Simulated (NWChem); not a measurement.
System: CH4O2Si; SMILES O=CO[SiH3]

NWChem input:

```
start job
memory heap 200 mb stack 700 mb global 900 mb
geometry units angstroms noautosym nocenter noautoz
  O     -0.735242    -1.581814     0.000000
  C      0.437913    -1.294117     0.000000
  O      0.917699    -0.040005     0.000000
  Si    -0.210830     1.256749     0.000000
  H      1.257124    -2.028188     0.000000
  H     -1.043682     1.224107    -1.223690
  H     -1.043682     1.224107     1.223690
  H      0.664234     2.450640     0.000000
end
basis spherical
  * library def2-svp
end
dft
  xc m05-2x
  iterations 150
end
cosmo
  do_cosmo_smd true
  solvent dcm
end
task dft energy
```

All runs use the structure optimised with B3LYP/6-31G* (spherical d). Solvent: dichloromethane.

Level: M05-2X/def2-SVP with SMD (1 M gas to 1 M solution), gas-phase geometry. Reactions with the solvent are ignored.

### Question
Give the results of this calculation. (M05-2X/def2-SVP, SMD on the gas-phase geometry.) Quantities: solvation free energy (kcal/mol); cavity-dispersion-structure term (kcal/mol); dipole in solution (D).

### Answer
```
Item                                         Value
-------------------------------------------  -----
solvation free energy (kcal/mol)              -2.6
cavity-dispersion-structure term (kcal/mol)    0.8
dipole in solution (D)                        1.78
```
